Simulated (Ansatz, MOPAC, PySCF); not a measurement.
Positional isomers: trisilane fluoro+mercapto. All species are isolated molecules in the gas phase. One relaxed conformer stands for each flexible species; it need not be the lowest. Strings in code marks are SMILES.

Quantity: electronic energy of isomers of H7FSSi3 relative to `F[Si@@H](S)[SiH2][SiH3]` (Si–Si–S–H torsion 162°, S–Si–Si–Si torsion 48°), in kcal/mol. Semi-empirical values (MOPAC) are differences of heats of formation.

Level 1: frozen-core MP2/cc-pVTZ // PBE-D3(BJ)/def2-TZVP (Ansatz, a quantum-chemistry and plane-wave program)
Level 2: M06-2X/6-31G* // PBE-D3(BJ)/def2-TZVP (PySCF)
Level 3: PBE/6-31G* // PBE-D3(BJ)/def2-TZVP (PySCF)
Level 4: PM7 // PBE-D3(BJ)/def2-TZVP (MOPAC)

| species | level 1 | level 2 | level 3 | level 4 |
|---|---|---|---|---|
| `F[SiH2][Si@@H]([SiH3])S` (F–Si–Si–S torsion -170°, Si–Si–S–H torsion -155°) | 3.89 | 4.21 | 5.39 | (withheld) |
| `F[Si]([SiH3])([SiH3])S` (Si–Si–S–H torsion 66°) | 4.55 | (withheld) | 3.45 | 2.65 |
| `F[SiH2][SiH2][SiH2]S` | (withheld) | 3.54 | 4.85 | -2.41 |

**Question.** What belongs in the gaps?

**Answer.** 
- `F[SiH2][Si@@H]([SiH3])S` (F–Si–Si–S torsion -170°, Si–Si–S–H torsion -155°), level 4: -2.48
- `F[Si]([SiH3])([SiH3])S` (Si–Si–S–H torsion 66°), level 2: 3.98
- `F[SiH2][SiH2][SiH2]S`, level 1: 3.50
